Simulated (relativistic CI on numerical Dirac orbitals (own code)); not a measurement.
# One change at a time: Nb8+

Base calculation: Dirac-Coulomb-Breit CI, orbitals from a KLI potential per configuration, model QED, unscaled Slater integrals.

Configuration list (outside the closed core [Ar] 3d10): 4s2 4p3, 4s 4p4, 4p5, 4s2 4p2 4d, 4s 4p3 4d, 4s2 4p2 4f, 4s 4p3 4f, 4s2 4p2 5s, 4p4 4d, 4s2 4p2 5p, 4s 4p2 4d2, 4s2 4p 4d 5p, 4s2 4p 4d 4f, 4p4 5s, 4s2 4p2 5d, 4s 4p3 5s, 4p4 5p, 4p4 4f, 4s 4p2 4d 5s, 4s2 4p2 6s, 4s 4p3 5p, 4s2 4p 5s 5p, 4s2 4p2 6p, 4s2 4p2 5f, 4s2 4p 4f 5s, 4s2 4p2 5g, 4s2 4p2 6d, 4s2 4p 4d2, 4s2 4d3, 4s 4p 4d3, 4s2 4d2 4f, 4s 4p 4d2 4f, 4s2 4d2 5s, 4p3 4d2, 4p2 4d3, 4p2 4d2 4f, 4p2 4d2 5s, 4s2 4p 4f2, 4s2 4d 4f2, 4s 4p 4d 4f2, 4s2 4f3, 4s 4p 4f3, 4s2 4f2 5s, 4s2 4p 4d 5s, 4s 4p 4d2 5s, 4s2 4d 4f 5s, 4s 4p 4d 4f 5s, 4s2 4d 5s2, 4p3 4f2, 4p2 4d 4f2, 4p2 4f3, 4p2 4f2 5s, 4s2 4p 5s2, 4s 4p 4d 5s2, 4s2 4f 5s2, 4s 4p 4f 5s2, 4s 4p2 4d 4f, 4s2 4p 5p2, 4s2 4d 5p2, 4s 4p 4d 5p2, 4s2 4f 5p2, 4s 4p 4f 5p2, 4s2 5s 5p2. Double excitations out of closed p, d and f shells are left out; levels of such configurations are missing from the list, as are those of other unlisted configurations, and high levels can miss mixing partners. These lack a partner that the ground configuration has and come out too high: 4s2 4p2 5p, 4s2 4p2 5d, 4s2 4p2 6s, 4s 4p3 5p, 4s2 4p2 6p.

Variants: (1) valence Slater integrals scaled by 0.9; (2) non-relativistic limit. Shifts of the energy above 4s2 4p3 4S°_3/2, in cm⁻¹, for the lowest level and the first level of each name with at least 55 % of one term (blank where a level changes its place among those of its configuration and J or its character, or is not in the variant):

| Level | Base | Δ(1) | Δ(2) |
| --- | --- | --- | --- |
| 4s2 4p3 4S°_3/2 | 0 | 0 | 0 |
| 4s2 4p3 2D°_3/2 | 26583 | -2214 | +2461 |
| 4s2 4p3 2D°_5/2 | 33614 | -2113 | -4570 |
| 4s2 4p3 2P°_1/2 | 53166 | -3810 | -4930 |
| 4s2 4p3 2P°_3/2 | 64499 | -3184 | -16263 |
| 4s 4p4 4P_5/2 | 205594 | +3098 | -16230 |
| 4s 4p4 4P_3/2 | 217654 | +3219 | -28289 |
| 4s 4p4 4P_1/2 | 221955 | +2997 | -32590 |
| 4s 4p4 2D_3/2 | 255794 | +223 | -22686 |
| 4s 4p4 2D_5/2 | 259435 | +332 | -26328 |
| 4s2 4p2 4d 4F_3/2 | 324227 | +759 | +135 |
| 4s2 4p2 4d 4F_5/2 | 329107 | +859 | -4745 |
| 4s2 4p2 4d 4F_7/2 | 336813 | +1101 | -12451 |
| 4s2 4p2 4d 2F_5/2 | 338544 | +449 |  |

At this charge configurations can still be misplaced by up to about 7 % of their energy.

Ionisation energy from the two ground configurations alone: base 158.001 eV; valence Slater integrals scaled by 0.9 157.74 eV. The NIST ASD value (semi-empirical) is 159.2 eV.

LS names give the leading component of a level, which can be under half, so a name can repeat, a term be missing and a line seem to break the LS rules.
